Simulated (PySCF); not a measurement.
Molfile (atoms numbered from 1):
```
C7H13NSi
     RDKit          3D

 22 22  0  0  0  0  0  0  0  0999 V2000
    3.3197   -1.1954    0.6215 C   0  0  0  0  0  0  0  0  0  0  0  0
    2.1682   -0.8178    0.6446 C   0  0  0  0  0  0  0  0  0  0  0  0
    0.7793   -0.3735    0.6569 C   0  0  2  0  0  0  0  0  0  0  0  0
   -0.1867   -1.3599   -0.0439 C   0  0  0  0  0  0  0  0  0  0  0  0
   -1.7445   -0.3119   -0.2804 Si  0  0  1  0  0  4  0  0  0  0  0  0
   -2.9455   -0.7157    0.9149 N   0  0  0  0  0  0  0  0  0  0  0  0
   -0.9318    1.3460    0.1417 C   0  0  0  0  0  0  0  0  0  0  0  0
    0.5774    1.0478    0.0592 C   0  0  2  0  0  0  0  0  0  0  0  0
    1.0917    1.1534   -1.3707 C   0  0  0  0  0  0  0  0  0  0  0  0
    4.3400   -1.5311    0.6079 H   0  0  0  0  0  0  0  0  0  0  0  0
    0.4698   -0.3089    1.7164 H   0  0  0  0  0  0  0  0  0  0  0  0
   -0.3417   -2.2616    0.5670 H   0  0  0  0  0  0  0  0  0  0  0  0
    0.2309   -1.6893   -1.0081 H   0  0  0  0  0  0  0  0  0  0  0  0
   -2.2446   -0.3737   -1.6967 H   0  0  0  0  0  0  0  0  0  0  0  0
   -3.7052   -0.0571    1.0595 H   0  0  0  0  0  0  0  0  0  0  0  0
   -3.3250   -1.6578    0.8992 H   0  0  0  0  0  0  0  0  0  0  0  0
   -1.2166    2.1929   -0.5003 H   0  0  0  0  0  0  0  0  0  0  0  0
   -1.2173    1.6029    1.1760 H   0  0  0  0  0  0  0  0  0  0  0  0
    1.1448    1.7602    0.6822 H   0  0  0  0  0  0  0  0  0  0  0  0
    0.9805    2.1823   -1.7450 H   0  0  0  0  0  0  0  0  0  0  0  0
    2.1547    0.8768   -1.4325 H   0  0  0  0  0  0  0  0  0  0  0  0
    0.5331    0.4959   -2.0571 H   0  0  0  0  0  0  0  0  0  0  0  0
  1  2  3  0
  2  3  1  0
  3  4  1  0
  4  5  1  0
  5  6  1  0
  5  7  1  0
  7  8  1  0
  8  9  1  0
  8  3  1  0
  1 10  1  0
  3 11  1  1
  4 12  1  0
  4 13  1  0
  5 14  1  6
  6 15  1  0
  6 16  1  0
  7 17  1  0
  7 18  1  0
  8 19  1  1
  9 20  1  0
  9 21  1  0
  9 22  1  0
M  END
```

Geometry: PBE0-D3(BJ)/def2-SVP; GIAO absolute shieldings from PySCF, gas phase, non-relativistic, averaged over equivalent atoms.

At PBE0/pcSseg-1 (225 basis functions, 60 s wall time on 1 thread of an Intel Xeon Platinum 8259CL, shared host):
```json
{"atoms": "C2", "σ (ppm)": "93.0"}
{"atoms": "C1", "σ (ppm)": "108.4"}
{"atoms": "C8", "σ (ppm)": "143.1"}
{"atoms": "C3", "σ (ppm)": "148.4"}
{"atoms": "C7", "σ (ppm)": "161.8"}
{"atoms": "C4", "σ (ppm)": "165.9"}
{"atoms": "C9", "σ (ppm)": "166.0"}
{"atoms": "Si5", "σ (ppm)": "345.4"}
{"atoms": "N6", "σ (ppm)": "250.0"}
{"atoms": "H14", "σ (ppm)": "25.98"}
{"atoms": "H11", "σ (ppm)": "28.66"}
{"atoms": "H19", "σ (ppm)": "29.06"}
{"atoms": "H10", "σ (ppm)": "29.24"}
{"atoms": "H12", "σ (ppm)": "30.30"}
{"atoms": "H20/H21/H22", "σ (ppm)": "30.40"}
{"atoms": "H13", "σ (ppm)": "30.43"}
{"atoms": "H17", "σ (ppm)": "30.44"}
{"atoms": "H18", "σ (ppm)": "30.59"}
{"atoms": "H15/H16", "σ (ppm)": "31.26"}
```

**Question.** Estimate the result of repeating the calculation with wB97X-D/pcSseg-1.

**Answer.** 
```tsv
atoms	σ at wB97X-D/pcSseg-1	change
C2	93.0	+0.0
C1	107.8	-0.6
C8	144.2	+1.1
C3	149.4	+1.0
C7	162.9	+1.1
C4	166.3	+0.4
C9	166.0	+0.0
Si5	345.9	+0.5
N6	250.2	+0.2
H14	26.23	+0.25
H11	28.92	+0.26
H19	29.28	+0.22
H10	29.32	+0.08
H12	30.45	+0.15
H20/H21/H22	30.51	+0.11
H13	30.61	+0.18
H17	30.63	+0.19
H18	30.76	+0.17
H15/H16	31.33	+0.07
```

The largest change is at C8 (sp3 CH in a ring). Cost: 225 basis functions, 74 s wall time on 1 thread of an Intel Xeon Platinum 8259CL, shared host. The order of the carbon signals changes between the two levels.
